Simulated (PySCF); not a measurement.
C₄H₅Br, SMILES C(Br)=C=CC.

Coordinates come from a PBE-D3(BJ)/def2-SVP optimisation.

These are PySCF with PBE-D3(BJ)/def2-SVP values and carry that method's errors.

Frequencies are harmonic and unscaled.

```json
[
 {"mode": "1", "ν (cm⁻¹)": "97", "IR (km/mol)": "0.9", "moving atoms (share of kinetic energy)": "C 62 %, Br 19 %, H 18 %"},
 {"mode": "2", "ν (cm⁻¹)": "147", "IR (km/mol)": "1.0", "moving atoms (share of kinetic energy)": "H 78 %, C 20 %"},
 {"mode": "3", "ν (cm⁻¹)": "194", "IR (km/mol)": "1.0", "moving atoms (share of kinetic energy)": "C 54 %, H 42 %"},
 {"mode": "4", "ν (cm⁻¹)": "258", "IR (km/mol)": "1.1", "moving atoms (share of kinetic energy)": "C 70 %, H 23 %"},
 {"mode": "5", "ν (cm⁻¹)": "418", "IR (km/mol)": "7.4", "moving atoms (share of kinetic energy)": "C 77 %, Br 15 %, H 8 %"},
 {"mode": "6", "ν (cm⁻¹)": "538", "IR (km/mol)": "7.0", "moving atoms (share of kinetic energy)": "C 75 %, H 25 %"},
 {"mode": "7", "ν (cm⁻¹)": "652", "IR (km/mol)": "52.0", "moving atoms (share of kinetic energy)": "C 77 %, H 17 %"},
 {"mode": "8", "ν (cm⁻¹)": "679", "IR (km/mol)": "17.5", "moving atoms (share of kinetic energy)": "H 59 %, C 40 %"},
 {"mode": "9", "ν (cm⁻¹)": "830", "IR (km/mol)": "22.6", "moving atoms (share of kinetic energy)": "H 88 %, C 12 %"},
 {"mode": "10", "ν (cm⁻¹)": "871", "IR (km/mol)": "30.1", "moving atoms (share of kinetic energy)": "C 54 %, H 46 %"},
 {"mode": "11", "ν (cm⁻¹)": "997", "IR (km/mol)": "0.2", "moving atoms (share of kinetic energy)": "H 64 %, C 36 %"},
 {"mode": "12", "ν (cm⁻¹)": "1049", "IR (km/mol)": "1.2", "moving atoms (share of kinetic energy)": "H 52 %, C 48 %"},
 {"mode": "13", "ν (cm⁻¹)": "1107", "IR (km/mol)": "7.0", "moving atoms (share of kinetic energy)": "H 72 %, C 28 %"},
 {"mode": "14", "ν (cm⁻¹)": "1175", "IR (km/mol)": "39.9", "moving atoms (share of kinetic energy)": "H 78 %, C 22 %"},
 {"mode": "15", "ν (cm⁻¹)": "1329", "IR (km/mol)": "1.9", "moving atoms (share of kinetic energy)": "H 79 %, C 21 %"},
 {"mode": "16", "ν (cm⁻¹)": "1361", "IR (km/mol)": "4.0", "moving atoms (share of kinetic energy)": "C 51 %, H 49 %"},
 {"mode": "17", "ν (cm⁻¹)": "1401", "IR (km/mol)": "8.2", "moving atoms (share of kinetic energy)": "H 96 %"},
 {"mode": "18", "ν (cm⁻¹)": "1423", "IR (km/mol)": "10.6", "moving atoms (share of kinetic energy)": "H 72 %, C 28 %"},
 {"mode": "19", "ν (cm⁻¹)": "2012", "IR (km/mol)": "21.6", "moving atoms (share of kinetic energy)": "C 98 %"},
 {"mode": "20", "ν (cm⁻¹)": "2965", "IR (km/mol)": "20.2", "moving atoms (share of kinetic energy)": "H 97 %"},
 {"mode": "21", "ν (cm⁻¹)": "3036", "IR (km/mol)": "7.2", "moving atoms (share of kinetic energy)": "H 91 %, C 9 %"},
 {"mode": "22", "ν (cm⁻¹)": "3041", "IR (km/mol)": "3.7", "moving atoms (share of kinetic energy)": "H 92 %"},
 {"mode": "23", "ν (cm⁻¹)": "3089", "IR (km/mol)": "6.8", "moving atoms (share of kinetic energy)": "H 91 %, C 9 %"},
 {"mode": "24", "ν (cm⁻¹)": "3129", "IR (km/mol)": "3.4", "moving atoms (share of kinetic energy)": "H 91 %, C 9 %"}
]
```
